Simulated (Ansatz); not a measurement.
Gas-phase electronic energies from Ansatz, PBE0-D4/def2-TZVP geometries. CCSD(T)/CBS is the MP2 limit (def2-TZVPP, def2-QZVPP) plus CCSD(T) − MP2 in def2-TZVPP, frozen cores. This one scheme is used for every species. DFT in def2-TZVPP. B3LYP here is the variant with VWN-RPA as its local correlation; programs differ in this. Each species was taken in one conformer, which may not be the lowest.

Consider the hydrogenolysis of the Si–Si bond: `[CH3][AlH][SiH](F)[SiH3]` + H₂ → `[CH3][AlH][SiH2]F` + SiH₄.

Is it downhill or uphill in electronic energy at CCSD(T)/CBS, and by how much? (An estimate is asked.)

Computed: Downhill: ΔE = -18.0 kJ/mol.

What do these levels give: revPBE-D4, B3LYP-D4, LC-ωPBE, HF/def2-TZVPP, SCS-MP2/def2-TZVPP, CCSD/CBS(def2)? (An estimate is asked.)

Ansatz gave: revPBE-D4 0.5, B3LYP-D4 -17.4, LC-ωPBE -21.0, HF/def2-TZVPP -52.0, SCS-MP2/def2-TZVPP -29.6, CCSD/CBS(def2) -23.7 kJ/mol.

Largest T1 diagnostic among the species: 0.012.

In def2-TZVPP, CCSD(T) changes the Hartree–Fock value by +30.0 kJ/mol (the triples alone add +5.7 kJ/mol) and MP2 by +30.1 kJ/mol. From PBE to PBE0 (25 % exact exchange), in def2-TZVPP and without D4, ΔE moves by −6.8 kJ/mol.
